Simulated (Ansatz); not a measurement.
Relaxation of C2H3BMg (7 atoms, charge 0, multiplicity 1), to a largest force component of 0.02 eV/Å in at most 50 steps.

Theory: RKS B3LYP-D4/def2-SVP in Ansatz 0.2.0.

```xyz
7
Properties=species:S:1:pos:R:3:forces:R:3
C -1.627 -0.187 -0.265 -0.53 0.09 -0.43
C -0.620 -0.294 0.409 0.61 -0.22 0.78
B 0.696 -0.349 1.101 -0.33 -0.29 0.53
Mg 1.669 0.531 -0.547 0.52 0.63 -1.22
H -2.549 -0.133 -0.776 -0.67 0.07 -0.45
H 0.717 -0.797 2.186 0.21 -0.27 0.73
H 1.715 1.230 -2.108 0.19 0.00 0.06
```

Task: Where does it end, and by what steps?

Result: The forces met the threshold. After 12 steps the energy has fallen by 0.309 eV; H7 moved furthest, 1.28 Å. Parted: C2–Mg4.

```
step  energy less start (eV)  largest force component (eV/Å)  accepted
   0                  0.0000                           1.217       yes
   1                 -0.1738                           0.420       yes
   2                 -0.2222                           0.132       yes
   3                 -0.2383                           0.259       yes
   4                 -0.2538                           0.321       yes
   5                 -0.2488                           0.525        no
   6                 -0.2747                           0.269       yes
   7                 -0.2925                           0.167       yes
   8                 -0.3017                           0.248       yes
   9                 -0.3052                           0.442       yes
  10                 -0.3077                           0.205       yes
  11                 -0.3093                           0.035       yes
  12                 -0.3094                           0.009       yes
```

```xyz
7
Properties=species:S:1:pos:R:3
C -2.125 -0.404 0.029
C -0.952 -0.341 0.385
B 0.502 -0.227 0.743
Mg 1.928 0.693 -0.786
H -3.157 -0.468 -0.261
H 0.833 -0.637 1.835
H 2.972 1.383 -1.944
```

Time of the run: 23 s on 1 thread of Intel(R) Xeon(R) 6975P-C (Granite Rapids), with other jobs on the host, peak memory 0.18 GiB.
